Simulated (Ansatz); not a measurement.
Relaxation of C2H8AlClSSi (14 atoms, charge 0, multiplicity 1), to a largest force component of 0.015 eV/Å in at most 40 steps.

The calculation used Ansatz 0.2.0, RKS B3LYP-D4/6-31G*.

```xyz
14
Properties=species:S:1:pos:R:3
C 0.193 -1.746 0.562
Si 0.298 -0.450 -0.826
S 2.190 -0.674 -1.769
Cl -1.117 -0.772 -2.260
C 0.168 1.284 -0.161
Al -1.608 1.610 0.717
H -0.840 -1.634 1.007
H 0.950 -1.480 1.319
H 0.301 -2.703 0.180
H 2.897 -0.395 -0.527
H 0.285 2.018 -0.950
H 0.985 1.458 0.626
H -2.628 2.759 0.145
H -2.086 0.695 1.965
```

Where does it end, and by what steps?

It converged. The force dipped under the threshold on the way, but the program's further checks kept it going. After 27 steps the energy has fallen by 0.566 eV; H13 moved furthest, 1.22 Å. Joined: Cl4–Al6.

```csv
step,energy less start (eV),largest force component (eV/Å),accepted
0,0.0000,3.032,yes
1,-0.3378,0.944,yes
2,-0.4000,0.338,yes
3,-0.4160,0.125,yes
4,-0.4204,0.051,yes
5,-0.4265,0.139,yes
6,-0.4339,0.451,yes
7,-0.4427,0.370,yes
8,-0.4646,0.319,yes
9,-0.4938,0.185,yes
10,-0.5159,0.586,yes
11,-0.5311,0.280,yes
12,-0.5485,0.172,yes
13,-0.5086,0.510,no
14,-0.5558,0.065,yes
15,-0.5581,0.082,yes
16,-0.5613,0.100,yes
17,-0.5628,0.080,yes
18,-0.5639,0.049,yes
19,-0.5644,0.069,yes
20,-0.5650,0.056,yes
21,-0.5653,0.021,yes
22,-0.5654,0.018,yes
23,-0.5655,0.023,yes
24,-0.5656,0.018,yes
25,-0.5656,0.008,yes
26,-0.5656,0.007,yes
27,-0.5657,0.013,yes
```

```xyz
14
Properties=species:S:1:pos:R:3
C 0.467 -1.866 0.702
Si 0.360 -0.396 -0.446
S 1.670 -0.540 -2.155
Cl -1.601 -0.571 -1.371
C 0.212 1.252 0.358
Al -1.748 1.609 0.091
H -0.292 -1.793 1.489
H 1.455 -1.899 1.178
H 0.319 -2.804 0.157
H 2.744 -0.051 -1.493
H 0.809 2.017 -0.150
H 0.497 1.207 1.415
H -2.174 2.697 -0.980
H -2.731 1.108 1.234
```

The run took 2.8 min on 2 threads of Arm Neoverse V2, with other jobs on the host, peak memory 0.34 GiB.
